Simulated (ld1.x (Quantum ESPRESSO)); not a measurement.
# Ranking TM potentials for C

All share these settings but for the change named:

C, norm-conserving Troullier–Martins (Kleinman–Bylander form), made with ld1.x (Quantum ESPRESSO) 7.5 (BLYP, scalar-relativistic). Core [He], reference 2s1.75 2p2.25. Waves: 2s (bound): rc 1.00 bohr; 2p (bound): rc 1.40 bohr. Local part: all-electron potential smoothed inside 0.75 bohr (lloc = -1). Core correction: Bessel-smoothed model core inside 0.55 bohr.

Test errors are all-electron minus pseudo excitation energies from the reference, over 2s2 2p2; 2s2 2p1; 2s2 2p0; 2s1 2p2; 2s0 2p4; 2s2 2p1.5; 2s2 2p2.3. None of these files shows a bound ghost.

The base gives 73.3 meV.

Of 10 variants that were run, those that failed, showed a ghost or another fault, or gave nearly equal values are left out.

A variant can come out equal or close to the base, since the largest error may sit in a test that the change hardly touches while other tests move.

**Question.** Rank these variants by their largest absolute test error, smallest first.
A. core correction Bessel-smoothed model core inside 1.10 bohr
B. core correction Bessel-smoothed model core inside 0.88 bohr
C. core correction Bessel-smoothed model core inside 0.58 bohr
D. core correction Bessel-smoothed model core inside 0.72 bohr
E. core correction none

**Answer.** C (74.8 meV), D (92.9 meV), B (125.5 meV), A (160.0 meV), E (184.9 meV).
